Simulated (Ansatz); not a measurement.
Z-matrix (Å, degrees):
```
Zr
Cl 1 2.3368
Cl 1 2.3369 2 109.49
Cl 1 2.3373 2 109.41 3 119.83
Cl 1 2.3374 2 109.46 4 120.24
```
Charge 0, multiplicity 1.

Calculation: frozen-core CCSD(T)/def2-TZVPP // TPSS-D3(BJ)/def2-SVP (Ansatz, a program for electronic structure).

| Item | Result |
|---|---|
| HF energy | -1884.92686 Ha |
| MP2 correlation energy | -1.09352 Ha |

Q: Estimate the CCSD correlation energy, the (T) correction, the total energy and the T1 diagnostic.

A: 
| Quantity | Result |
|---|---|
| CCSD correlation energy | -1.14241 Ha |
| (T) correction | -0.05606 Ha |
| CCSD(T) total energy | -1886.12533 Ha |
| T1 diagnostic | 0.016 |
